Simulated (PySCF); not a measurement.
Multinuclear NMR of C₆H₉N₃O

Mapped SMILES: `[CH3:1][CH2:2][n:3]1[cH:4][c:5]([C:6]([CH3:7])=[O:8])[n:9][n:10]1`. Hydrogens are named by the atom that carries them.

Level of theory: structure optimised with GFN2-xTB, σ from GIAO-PBE0/pcSseg-1, in PySCF 2.14.0 with density-fitted response routines (non-relativistic, averaged over atoms made equivalent by symmetry, fast rotation or ring inversion, one computed conformer, gas phase).

(1) Predict the 15N NMR data.

(2) Predict the 17O NMR data.

Results:

(1) 
```json
{"atoms": "N10", "environment": "pyridine-type nitrogen of an azole", "σ (ppm)": "-135.3", "δ (ppm)": "-23.4"}
{"atoms": "N9", "environment": "pyridine-type nitrogen of an azole", "σ (ppm)": "-123.3", "δ (ppm)": "-34.5"}
{"atoms": "N3", "environment": "pyrrole-type ring nitrogen", "σ (ppm)": "-10.7", "δ (ppm)": "-138.2"}
```

Shieldings were converted by a linear fit to measured shifts: 15N (scatter 6.3 ppm rms vs CH3NO2, solution or neat liquid). Occasional misses reach two or three times the rms, and more in compound classes unlike the fitted ones.

On a 400 MHz spectrometer 15N resonates near 40.5 MHz, so 1 ppm is 40.5 Hz.

(2) 
```json
{"atoms": "O8", "environment": "ketone oxygen", "σ (ppm)": "-300.6", "δ (ppm)": "540.5"}
```

Shieldings were converted by a linear fit to measured shifts: 17O (scatter 10.7 ppm rms, 12.2 ppm with the 3 outliers that the fit left out vs liquid water, solution or neat liquid). A few per cent of atoms miss by over 2 rms, more outside the fitted compound classes.

On a 600 MHz spectrometer 17O resonates near 81.3 MHz, so 1 ppm is 81.3 Hz.
